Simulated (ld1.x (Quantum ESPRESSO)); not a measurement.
Which setting gave this result? (Li (Z = 3), TM)

Base potential:

- Element: lithium
- Generator: ld1.x (Quantum ESPRESSO) 7.5
- Type: norm-conserving Troullier–Martins (Kleinman–Bylander form)
- Functional: PBE
- Relativity: non-relativistic
- Frozen core: none
- Valence charge: 3
- Reference configuration: 1s2 2s0.5 2p0 (charge +0.5)
- Partial waves: 2p (bound, empty): rc 4.20 bohr; 3d channel at 0.35 Ry: rc 3.85 bohr; 1s (bound): rc 0.50 bohr
- Local potential: the s channel
- Core correction: none

Occupied shells without a wave of their own: 2s. They enter only through the test configuration that unscreens the potential.

Cutoffs, loose and tight: the cutoffs (Ry, on a coarse ladder) from which the occupation-weighted sum of valence levels, in a spherical-Bessel basis at the reference potential, stays within 10 and 1 mRy of its value at 400 Ry. They do not see the model core or the augmentation charge, which bear on the density cutoff. Test errors are all-electron minus pseudo excitation energies from the reference, over the configurations 1s2 2s1 2p0; 1s2 2s0 2p0; 1s2 2s0 2p1; 1s1 2s1 2p0; variants that change the core or the reference have their own tests. The largest error is taken over the tests solved by every variant that gives reliable tests at all, those not shown here included: 1s1 2s1 2p0; 1s2 2s0 2p0; 1s2 2s1 2p0.

Only the scale of all radii (base = 1) is moved (1 further runs of the sweep failed or gave no value and are left out):

```json
{"scale of all radii (base = 1)": "0.76", "cutoff, loose": "over 300 Ry", "cutoff, tight": "over 300 Ry", "bound ghosts": "none", "largest test error (meV)": "+8.0", "median size of the test errors": "0.3 meV"}
{"scale of all radii (base = 1)": "0.89", "cutoff, loose": "300 Ry", "cutoff, tight": "over 300 Ry", "bound ghosts": "p", "largest test error (meV)": "+15", "median size of the test errors": "0.8 meV"}
{"scale of all radii (base = 1)": "0.97", "cutoff, loose": "260 Ry", "cutoff, tight": "over 300 Ry", "bound ghosts": "none", "largest test error (meV)": "+23", "median size of the test errors": "1.3 meV"}
{"scale of all radii (base = 1)": "1.02", "cutoff, loose": "260 Ry", "cutoff, tight": "300 Ry", "bound ghosts": "p", "largest test error (meV)": "+25", "median size of the test errors": "1.5 meV"}
{"scale of all radii (base = 1)": "1.11", "cutoff, loose": "200 Ry", "cutoff, tight": "over 300 Ry", "bound ghosts": "none", "largest test error (meV)": "+41", "median size of the test errors": "2.9 meV"}
{"scale of all radii (base = 1)": "1.18", "cutoff, loose": "200 Ry", "cutoff, tight": "over 300 Ry", "bound ghosts": "none", "largest test error (meV)": "+45", "median size of the test errors": "3.3 meV"}
{"scale of all radii (base = 1)": "1.26", "cutoff, loose": "180 Ry", "cutoff, tight": "over 300 Ry", "bound ghosts": "none", "largest test error (meV)": "+66", "median size of the test errors": "6.0 meV"}
{"scale of all radii (base = 1)": "1.32", "cutoff, loose": "180 Ry", "cutoff, tight": "over 300 Ry", "bound ghosts": "none", "largest test error (meV)": "+72", "median size of the test errors": "7.2 meV"}
```

Task: One more run gave cutoff, loose: over 300 Ry; cutoff, tight: over 300 Ry; bound ghosts: p; largest test error (meV): +12; median size of the test errors: 0.6 meV. Which value of the scale of all radii (base = 1) was used?

Result: 0.84. The median size of the test errors moves one way along this sweep, from 0.3 meV at 0.76 to 7.2 meV at 1.32, which places the run between 0.76 and 0.89.
